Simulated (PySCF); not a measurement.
phosphoric acid (H3O4P), singlet, at a GFN2-xTB geometry, atoms displaced at random by about 0.03 Å a coordinate; PBE/STO-3G, gradient (PySCF).

PySCF was given this input:
```python
from pyscf import gto, scf, dft

mol = gto.M(
    atom='''
O     0.49606967    0.06502130    1.47684166
P     0.09505801   -0.02754566   -0.02245510
O     1.16869786   -0.02766644   -1.03423533
O    -0.84615929   -1.23908430   -0.14545138
O    -0.95920651    1.19644279   -0.16873894
H     1.22521072    0.60032786    1.54714759
H    -0.36654419   -2.01570597   -0.33379223
H    -1.01090882    1.42776908   -1.17790774
''',
    basis='sto-3g',
    verbose=4,
)

mf = dft.RKS(mol)
mf.xc = 'pbe'
mf.grids.level = 1
mf.kernel()
g = mf.nuc_grad_method()
g.grid_response = False
grad = g.kernel()
```

The log (banner, timings and long lists left out):

```
PySCF version 2.14.0

[INPUT] verbose = 4
[INPUT] num. atoms = 8
[INPUT] num. electrons = 50
[INPUT] charge = 0
[INPUT] spin (= nelec alpha-beta = 2S) = 0
[INPUT] symmetry False subgroup None
[INPUT] Mole.unit = angstrom
[INPUT] Symbol           X                Y                Z      unit          X                Y                Z       unit  Magmom
[INPUT]  1 O      0.496069670000   0.065021300000   1.476841660000 AA    0.937435815003   0.122872449263   2.790826266748 Bohr   0.0
[INPUT]  2 P      0.095058010000  -0.027545660000  -0.022455100000 AA    0.179633604846  -0.052053753320  -0.042433989100 Bohr   0.0
[INPUT]  3 O      1.168697860000  -0.027666440000  -1.034235330000 AA    2.208518877765  -0.052281994442  -1.954421522049 Bohr   0.0
[INPUT]  4 O     -0.846159290000  -1.239084300000  -0.145451380000 AA   -1.599009315856  -2.341529972248  -0.274863272640 Bohr   0.0
[INPUT]  5 O     -0.959206510000   1.196442790000  -0.168738940000 AA   -1.812637600800   2.260949196811  -0.318870383149 Bohr   0.0
[INPUT]  6 H      1.225210720000   0.600327860000   1.547147590000 AA    2.315312705681   1.134455240346   2.923685219381 Bohr   0.0
[INPUT]  7 H     -0.366544190000  -2.015705970000  -0.333792230000 AA   -0.692668131651  -3.809132230951  -0.630775897208 Bohr   0.0
[INPUT]  8 H     -1.010908820000   1.427769080000  -1.177907740000 AA   -1.910340806707   2.698092530322  -2.225923028605 Bohr   0.0

nuclear repulsion = 283.348509707245
number of shells = 20
number of NR pGTOs = 96
number of NR cGTOs = 32
basis = sto-3g
ecp = {}

******** <class 'pyscf.dft.rks.RKS'> ********
method = RKS
initial guess = minao
damping factor = 0
level_shift factor = 0
DIIS = <class 'pyscf.scf.diis.CDIIS'>
diis_start_cycle = 1
diis_space = 8
diis_damp = 0
SCF conv_tol = 1e-09
SCF conv_tol_grad = None
SCF max_cycles = 50
direct_scf = True
direct_scf_tol = 1e-13
XC library pyscf.dft.libxc version 7.1.2
    S. Lehtola, C. Steigemann, M. J. T. Oliveira, and M. A. L. Marques,  SoftwareX 7, 1–5 (2018)
XC functionals = pbe
    J. P. Perdew, K. Burke, and M. Ernzerhof,  Phys. Rev. Lett. 77, 3865 (1996)
    J. P. Perdew, K. Burke, and M. Ernzerhof,  Phys. Rev. Lett. 78, 1396 (1997)
    J. P. Perdew, K. Burke, and M. Ernzerhof,  Phys. Rev. Lett. 77, 3865 (1996)
    J. P. Perdew, K. Burke, and M. Ernzerhof,  Phys. Rev. Lett. 78, 1396 (1997)
radial grids:
    Treutler-Ahlrichs [JCP 102, 346 (1995); DOI:10.1063/1.469408] (M4) radial grids

becke partition: Becke, JCP 88, 2547 (1988); DOI:10.1063/1.454033
pruning grids: <function nwchem_prune>
grids dens level: 1
symmetrized grids: False
atomic radii adjust function: <function treutler_atomic_radii_adjust>
small_rho_cutoff = 0
Set gradient conv threshold to 3.16228e-05
Initial guess from minao.
tot grids = 34552
init E= -636.739252349083
  HOMO = -0.389770905614011  LUMO = 0.0378132908862869  gap/eV = 11.63516
cycle= 1 E= -634.869999359888  delta_E= 1.87  |g|= 1.11  |ddm|= 3.82
  HOMO = 0.115327264019944  LUMO = 0.202952498825797  gap/eV = 2.38440
cycle= 2 E= -633.705138067477  delta_E= 1.16  |g|= 2.45  |ddm|= 5.04
  HOMO = -0.00655793000480009  LUMO = 0.23944105939932  gap/eV = 6.69397
cycle= 3 E= -635.040282997412  delta_E= -1.34  |g|= 0.964  |ddm|= 3.94
  HOMO = -0.0137113756693595  LUMO = 0.19423913178066  gap/eV = 5.65862
cycle= 4 E= -635.304558455308  delta_E= -0.264  |g|= 0.283  |ddm|= 1.71
  HOMO = -0.0394957836559789  LUMO = 0.195683234727495  gap/eV = 6.39955
cycle= 5 E= -635.325936678179  delta_E= -0.0214  |g|= 0.0796  |ddm|= 0.382
  HOMO = -0.0442113363067234  LUMO = 0.193621276312829  gap/eV = 6.47176
cycle= 6 E= -635.327891816888  delta_E= -0.00196  |g|= 0.02  |ddm|= 0.13
  HOMO = -0.0466945022926472  LUMO = 0.193971249392224  gap/eV = 6.54885
cycle= 7 E= -635.328019660467  delta_E= -0.000128  |g|= 0.00154  |ddm|= 0.0318
  HOMO = -0.0468733490769152  LUMO = 0.19389054776335  gap/eV = 6.55152
cycle= 8 E= -635.328020344583  delta_E= -6.84e-07  |g|= 0.000694  |ddm|= 0.00365
  HOMO = -0.0469051550338958  LUMO = 0.19385971244034  gap/eV = 6.55155
cycle= 9 E= -635.328020501086  delta_E= -1.57e-07  |g|= 8.09e-05  |ddm|= 0.00126
  HOMO = -0.0468968463737612  LUMO = 0.193869243183013  gap/eV = 6.55158
cycle= 10 E= -635.328020503398  delta_E= -2.31e-09  |g|= 1.28e-05  |ddm|= 0.000168
  HOMO = -0.0468980038052983  LUMO = 0.193868357349317  gap/eV = 6.55159
cycle= 11 E= -635.328020503466  delta_E= -6.87e-11  |g|= 1.32e-06  |ddm|= 2.92e-05
  HOMO = -0.0468977022273311  LUMO = 0.193868143715455  gap/eV = 6.55157
Extra cycle  E= -635.328020503467  delta_E= -4.55e-13  |g|= 2.05e-06  |ddm|= 6.65e-06
converged SCF energy = -635.328020503467

******** <class 'pyscf.grad.rks.Gradients'> for <class 'pyscf.dft.rks.RKS'> ********
unit = Eh/Bohr
grid_response = False
--------------- RKS gradients ---------------
         x                y                z
0 O     0.0957240515     0.0833351160    -0.1196486093
1 P    -0.0494817920    -0.0480708550     0.0738457247
2 O    -0.0857663775    -0.0016962191     0.0714116855
3 O     0.1553761687     0.0283831182    -0.0253650608
4 O     0.0647617626    -0.0686383167     0.0008024901
5 H    -0.1208847088    -0.0891623802    -0.0146156071
6 H    -0.0555056851     0.0890843170     0.0208567806
7 H    -0.0038929968     0.0066068980    -0.0074561572
----------------------------------------------
```
